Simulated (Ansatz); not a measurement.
# Nudged elastic band run: FH6OPSi

Input:

```yaml
crystal:
  periodic: [false, false, false]
  atoms:
    - { symbol: Si, position_ang: [-0.118687, -0.397038, -0.131678] }
    - { symbol: H, position_ang: [0.010346, -0.63469, 1.330628] }
    - { symbol: O, position_ang: [1.35295, -0.332835, -0.870698] }
    - { symbol: H, position_ang: [1.979239, -1.03792, -0.657731] }
    - { symbol: H, position_ang: [-0.783974, 0.882188, -0.454149] }
    - { symbol: F, position_ang: [-1.005782, -1.608472, -0.710147] }
    - { symbol: P, position_ang: [1.934475, 2.720678, 1.46249] }
    - { symbol: H, position_ang: [2.427271, 1.38818, 1.562591] }
    - { symbol: H, position_ang: [1.642414, 2.579415, 0.077198] }
    - { symbol: H, position_ang: [0.618847, 2.337593, 1.854195] }
basis:
  gaussian: { orbitals: "6-31G*" }
hamiltonian:
  xc: r2scan
  dispersion: d4
neb:
  order_check: false
  images: 9
  f_tol: 0.03
  max_iterations: 60
  final_atoms:
    - { symbol: Si, position_ang: [0.45278866, 0.45668144, -0.55617964] }
    - { symbol: H, position_ang: [-0.17549952, -0.02649057, 2.86176127] }
    - { symbol: O, position_ang: [1.78265312, -0.48528486, -0.82876593] }
    - { symbol: H, position_ang: [1.63449319, -1.31220063, -1.3112253] }
    - { symbol: H, position_ang: [-0.27979127, 0.75164225, -1.81811311] }
    - { symbol: F, position_ang: [-0.58829363, -0.33496657, 0.39199015] }
    - { symbol: P, position_ang: [1.08403989, 2.34945145, 0.4623296] }
    - { symbol: H, position_ang: [2.0447254, 1.69176403, 1.28344996] }
    - { symbol: H, position_ang: [2.03320402, 2.64438619, -0.55980704] }
    - { symbol: H, position_ang: [0.06877915, 0.16211628, 3.53725904] }
  initial_path:
    images:
      - { positions_ang: [[-0.118687, -0.397038, -0.131678], [0.010346, -0.63469, 1.330628], [1.35295, -0.332835, -0.870698], [1.979239, -1.03792, -0.657731], [-0.783974, 0.882188, -0.454149], [-1.005782, -1.608472, -0.710147], [1.934475, 2.720678, 1.46249], [2.427271, 1.38818, 1.562591], [1.642414, 2.579415, 0.077198], [0.618847, 2.337593, 1.854195]] }
      - { positions_ang: [[-0.09473564, -0.31727582, -0.10643437], [0.00440923, -0.5051552, 1.42538048], [1.40065145, -0.26813988, -0.80593922], [1.96428615, -1.02307283, -0.65701933], [-0.76222862, 0.94444099, -0.4646608], [-0.95426021, -1.54582603, -0.67520114], [1.80805679, 2.56887464, 1.32581957], [2.41851597, 1.41458389, 1.56747853], [1.67569602, 2.59821674, -0.00633227], [0.59670785, 2.0304525, 1.85960754]] }
      - { positions_ang: [[-0.07078427, -0.23751365, -0.08119073], [-0.00152755, -0.37562041, 1.52013296], [1.4483529, -0.20344475, -0.74118044], [1.94933331, -1.00822566, -0.65630766], [-0.74048324, 1.00669398, -0.4751726], [-0.90273842, -1.48318006, -0.64025527], [1.68163858, 2.41707128, 1.18914915], [2.40976094, 1.44098778, 1.57236605], [1.70897805, 2.61701849, -0.08986253], [0.5745687, 1.72331201, 1.86502008]] }
      - { positions_ang: [[-0.04683291, -0.15775147, -0.0559471], [-0.00746432, -0.24608561, 1.61488544], [1.49605435, -0.13874963, -0.67642166], [1.93438046, -0.99337849, -0.65559599], [-0.71873786, 1.06894697, -0.4856844], [-0.85121663, -1.4205341, -0.60530941], [1.55522038, 2.26526793, 1.05247872], [2.40100591, 1.46739166, 1.57725358], [1.74226007, 2.63582023, -0.1733928], [0.55242955, 1.41617151, 1.87043263]] }
      - { positions_ang: [[-0.02288154, -0.0779893, -0.03070346], [-0.0134011, -0.11655082, 1.70963792], [1.5437558, -0.07405451, -0.61166289], [1.91942761, -0.97853132, -0.65488432], [-0.69699248, 1.13119996, -0.4961962], [-0.79969484, -1.35788813, -0.57036355], [1.42880217, 2.11346457, 0.91580829], [2.39225089, 1.49379555, 1.5821411], [1.7755421, 2.65462198, -0.25692306], [0.5302904, 1.10903102, 1.87584517]] }
      - { positions_ang: [[0.00106982, 0.00177288, -0.00545983], [-0.01933787, 0.01298398, 1.8043904], [1.59145725, -0.00935939, -0.54690411], [1.90447477, -0.96368415, -0.65417265], [-0.6752471, 1.19345294, -0.506708], [-0.74817305, -1.29524216, -0.53541768], [1.30238396, 1.96166121, 0.77913786], [2.38349586, 1.52019944, 1.58702863], [1.80882412, 2.67342372, -0.34045333], [0.50815125, 0.80189052, 1.88125771]] }
      - { positions_ang: [[0.09141359, 0.09275459, -0.11560379], [-0.0505702, 0.00508907, 2.01586457], [1.62969642, -0.10454448, -0.60327647], [1.85047845, -1.03338745, -0.78558318], [-0.59615593, 1.1050908, -0.76898902], [-0.71619717, -1.10318704, -0.34993612], [1.25871515, 2.03921926, 0.71577621], [2.31574177, 1.55451236, 1.52631289], [1.8537001, 2.66761622, -0.38432407], [0.42027683, 0.67393568, 2.21245798]] }
      - { positions_ang: [[0.18175736, 0.1837363, -0.22574775], [-0.08180253, -0.00280584, 2.22733875], [1.6679356, -0.19972958, -0.65964884], [1.79648213, -1.10309074, -0.91699371], [-0.51706476, 1.01672867, -1.03127004], [-0.68422128, -0.91113192, -0.16445455], [1.21504633, 2.11677731, 0.65241456], [2.24798767, 1.58882528, 1.46559716], [1.89857608, 2.66180871, -0.42819481], [0.33240241, 0.54598083, 2.54365824]] }
      - { positions_ang: [[0.27210113, 0.27471801, -0.33589171], [-0.11303486, -0.01070075, 2.43881292], [1.70617477, -0.29491467, -0.7160212], [1.74248582, -1.17279404, -1.04840424], [-0.4379736, 0.92836653, -1.29355107], [-0.6522454, -0.71907681, 0.02102702], [1.17137752, 2.19433535, 0.58905291], [2.18023358, 1.62313819, 1.40488143], [1.94345206, 2.6560012, -0.47206556], [0.24452799, 0.41802598, 2.87485851]] }
      - { positions_ang: [[0.3624449, 0.36569973, -0.44603568], [-0.14426719, -0.01859566, 2.65028709], [1.74441395, -0.39009976, -0.77239357], [1.6884895, -1.24249733, -1.17981477], [-0.35888243, 0.84000439, -1.55583209], [-0.62026951, -0.52702169, 0.20650859], [1.1277087, 2.2718934, 0.52569125], [2.11247949, 1.65745111, 1.3441657], [1.98832804, 2.6501937, -0.5159363], [0.15665357, 0.29007113, 3.20605877]] }
      - { positions_ang: [[0.45278866, 0.45668144, -0.55617964], [-0.17549952, -0.02649057, 2.86176127], [1.78265312, -0.48528486, -0.82876593], [1.63449319, -1.31220063, -1.3112253], [-0.27979127, 0.75164225, -1.81811311], [-0.58829363, -0.33496657, 0.39199015], [1.08403989, 2.34945145, 0.4623296], [2.0447254, 1.69176403, 1.28344996], [2.03320402, 2.64438619, -0.55980704], [0.06877915, 0.16211628, 3.53725904]] }
```

Command:

```bash
$ ansatz run input.yaml --threads 2 --pin off --max-ram 3072MiB --backend cpu --events-out ev --progress --plain --runs-dir out
```

Output, in part (warnings, iteration lines, the closing report on the highest movable image, with atoms numbered from 0):

```
NEB end point (image 0): max|allowed force component| = 7.529e-3 eV/Å (the criterion of neb.relax_end_points is 1.000e-2)
NEB end point (image 10): max|allowed force component| = 2.550e-2 eV/Å (the criterion of neb.relax_end_points is 1.000e-2)
NEB iter   1: max|band force component| = 1.189e1 eV/Å  barrier→ = 5.2206 eV  barrier← = 5.2672 eV  Δτ_max = 0.2000 Å  (314 SCF iters)
NEB iter   2: max|band force component| = 6.647e0 eV/Å  barrier→ = 3.8031 eV  barrier← = 3.8497 eV  Δτ_max = 0.2000 Å  (282 SCF iters)
NEB iter   3: max|band force component| = 2.470e0 eV/Å  barrier→ = 2.6872 eV  barrier← = 2.7338 eV  Δτ_max = 0.2000 Å  (278 SCF iters)
NEB iter   4: max|band force component| = 1.530e0 eV/Å  barrier→ = 2.5369 eV  barrier← = 2.5836 eV  Δτ_max = 0.1295 Å  (253 SCF iters)
NEB iter   5: max|band force component| = 1.051e0 eV/Å  barrier→ = 2.5161 eV  barrier← = 2.5627 eV  Δτ_max = 0.0842 Å  (252 SCF iters)
NEB iter   6: max|band force component| = 1.108e0 eV/Å  barrier→ = 2.4316 eV  barrier← = 2.4783 eV  CI = image 4  Δτ_max = 0.2000 Å  (252 SCF iters)
NEB iter   7: max|band force component| = 6.169e-1 eV/Å  barrier→ = 2.6067 eV  barrier← = 2.6533 eV  CI = image 4  Δτ_max = 0.1378 Å  (262 SCF iters)
NEB iter   8: max|band force component| = 2.712e-1 eV/Å  barrier→ = 2.5971 eV  barrier← = 2.6437 eV  CI = image 4  Δτ_max = 0.0719 Å  (253 SCF iters)
NEB iter   9: max|band force component| = 2.134e-1 eV/Å  barrier→ = 2.5931 eV  barrier← = 2.6398 eV  CI = image 4  Δτ_max = 0.0725 Å  (258 SCF iters)
NEB iter  10: max|band force component| = 3.291e-1 eV/Å  barrier→ = 2.5913 eV  barrier← = 2.6380 eV  CI = image 4  Δτ_max = 0.0362 Å  (253 SCF iters)
NEB iter  11: max|band force component| = 1.253e-1 eV/Å  barrier→ = 2.5889 eV  barrier← = 2.6355 eV  CI = image 4  Δτ_max = 0.0177 Å  (252 SCF iters)
NEB iter  12: max|band force component| = 6.320e-2 eV/Å  barrier→ = 2.5883 eV  barrier← = 2.6350 eV  CI = image 4  Δτ_max = 0.0161 Å  (246 SCF iters)
NEB iter  13: max|band force component| = 4.985e-2 eV/Å  barrier→ = 2.5880 eV  barrier← = 2.6346 eV  CI = image 4  Δτ_max = 0.0290 Å  (223 SCF iters)
NEB iter  14: max|band force component| = 5.107e-2 eV/Å  barrier→ = 2.5877 eV  barrier← = 2.6343 eV  CI = image 4  Δτ_max = 0.0144 Å  (248 SCF iters)
NEB iter  15: max|band force component| = 3.538e-2 eV/Å  barrier→ = 2.5876 eV  barrier← = 2.6342 eV  CI = image 4  Δτ_max = 0.0144 Å  (221 SCF iters)
NEB iter  16: max|band force component| = 2.381e-2 eV/Å  barrier→ = 2.5875 eV  barrier← = 2.6341 eV  CI = image 4  Δτ_max = 0.0000 Å  (469 SCF iters)
Total energy: -22022.70554085 eV, -809.3195011001 hartree
Atom 0 at     0.236109     0.197307     0.040243 Å, force    -0.005177    -0.012194    -0.001210 eV/Å
Atom 1 at    -0.304626    -0.021236     1.637825 Å, force     0.001688    -0.001224     0.000242 eV/Å
Atom 2 at     1.733289    -0.218934    -0.533671 Å, force     0.009930     0.008904     0.002693 eV/Å
Atom 3 at     1.710986    -1.115929    -0.909643 Å, force    -0.004226    -0.003139    -0.000460 eV/Å
Atom 4 at    -0.708375     1.169757    -0.535793 Å, force    -0.000193    -0.000716    -0.001307 eV/Å
Atom 5 at    -0.507858    -1.235970    -0.216573 Å, force    -0.003297     0.007651     0.001565 eV/Å
Atom 6 at     1.350433     2.239599     1.170986 Å, force    -0.003537     0.007138    -0.002031 eV/Å
Atom 7 at     2.583851     1.569112     1.395159 Å, force     0.003997    -0.002672     0.000839 eV/Å
Atom 8 at     1.666154     2.558250    -0.178156 Å, force     0.000277    -0.000730     0.000864 eV/Å
Atom 9 at     0.297136     0.755143     1.592322 Å, force     0.000538    -0.003018    -0.001196 eV/Å
Dipole moment:     0.029714    -0.300155    -0.124303 e Å
```

It converged. Neighbouring images differ by up to 1.6 eV, so the band resolves the path poorly. A vibrational analysis at the climbing image gives one clearly imaginary mode, 1176i cm⁻¹: a first-order saddle point. The orbitals stay closed-shell, which can raise the energy where a bond breaks towards radicals; this wasn't checked here.

Final band (atoms are numbered from 1 in the order of the input):

```tsv
image	path coordinate (Å)	energy (kcal/mol)	Si1–H2 (Å)	P7–H10 (Å)	Si1–P7 (Å)
0	0.00	0.0	1.49	1.43	4.06
1	0.70	0.5	1.49	1.43	3.89
2	1.40	3.9	1.49	1.43	3.53
3	2.10	21.8	1.51	1.49	3.00
4	2.80	59.7	1.70	1.87	2.59
5	3.48	35.3	2.13	2.20	2.34
6	4.15	15.3	2.58	2.42	2.28
7	4.83	4.1	2.96	2.69	2.25
8	5.50	0.0	3.23	3.11	2.24
9	6.17	-1.0	3.49	3.66	2.24
10	6.85	-1.1	3.51	3.91	2.24
```

Time of the run: 6.5 min on 2 threads of Arm Neoverse V2, with other jobs on the host, peak memory 0.14 GiB.
